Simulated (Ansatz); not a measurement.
`[AlH2][NH][SiH3]` + `NC(F)[SiH2]Cl` → `[SiH3][NH][AlH][SiH2]Cl` + `NCF`  (formal exchange of groups at the Al–H bond)

Isolated molecules relaxed with PBE0-D4/def2-TZVP in Ansatz; ΔE leaves out vibrations. CCSD(T)/CBS is the MP2 limit (def2-TZVPP, def2-QZVPP) plus CCSD(T) − MP2 in def2-TZVPP, frozen cores. Functionals use def2-TZVPP. B3LYP here is the variant with VWN-RPA as its local correlation; programs differ in this. Each species was taken in one conformer, which may not be the lowest.

```tsv
level	ΔE (kcal/mol)	difference from CCSD(T)/CBS
r2SCAN-D4	-6.3	0.2
B3LYP-D4	-6.3	0.2
ωB97X-V	-5.9	0.6
B2PLYP	-5.6	0.9
PBE	-7.9	-1.4
r2SCAN	-6.2	0.3
PBE0	-8.2	-1.7
B3LYP	-5.8	0.7
HF/def2-TZVPP	-6.0	0.5
MP2/def2-TZVPP	-5.4	1.1
CCSD/def2-TZVPP	-6.7	-0.2
CCSD(T)/def2-TZVPP	-6.6	-0.1
HF/def2-QZVPP	-5.8	0.7
SCS-MP2/def2-QZVPP	-5.2	1.3
HF/CBS(def2)	-5.8	0.7
MP2/CBS(def2)	-5.2	1.3
CCSD(T)/CBS	-6.5	0
```

Largest T1 diagnostic among the species: 0.012.
